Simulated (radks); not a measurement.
Problem. All-electron atom: Os36.625+ in [Ar] 3d10 4s2 4p(1/2: 2, 3/2: 3.375) 4d4 (fractional occupations, a model configuration). Calculated with a radial shooting solver on a logarithmic mesh with Libxc functionals: Dirac Kohn-Sham, BLYP, spin-unpolarised, spherical densities, finite nucleus; open shells fill j = l - 1/2 first; Fermi nuclear charge, rms radius 5.4126 fm. Some entries of the table are withheld. Estimate them.

orbital,occ.,eigenvalue (eV),<1/r> (bohr^-1),<r> (bohr)
1s1/2,2,-75303.17,90.41,0.01774
2s1/2,2,(1),(2),0.07424
2p1/2,2,-13855.03,(3),0.06129
2p3/2,4,-12323.12,(4),0.06947
3s1/2,2,-4512.896,8.191,0.1917
3p1/2,2,-4273.207,8.105,0.1817
3p3/2,4,-3931.969,7.140,0.1962
3d3/2,4,-3534.609,7.023,(5)
3d5/2,6,-3460.349,6.799,(6)
4s1/2,2,-1987.335,3.824,0.3943
4p1/2,2,(7),3.749,0.3916
4p3/2,3.375,(8),3.427,0.4140
4d3/2,4,-1613.878,3.303,(9)
4d5/2,0,-1591.829,3.230,(10)

Solution. 
(1) 2s1/2 eigenvalue (eV): -14397.50
(2) 2s1/2 <1/r> (bohr^-1): 22.10
(3) 2p1/2 <1/r> (bohr^-1): 22.06
(4) 2p3/2 <1/r> (bohr^-1): 18.32
(5) 3d3/2 <r> (bohr): 0.1711
(6) 3d5/2 <r> (bohr): 0.1755
(7) 4p1/2 eigenvalue (eV): -1884.298
(8) 4p3/2 eigenvalue (eV): -1780.435
(9) 4d3/2 <r> (bohr): 0.4040
(10) 4d5/2 <r> (bohr): 0.4104
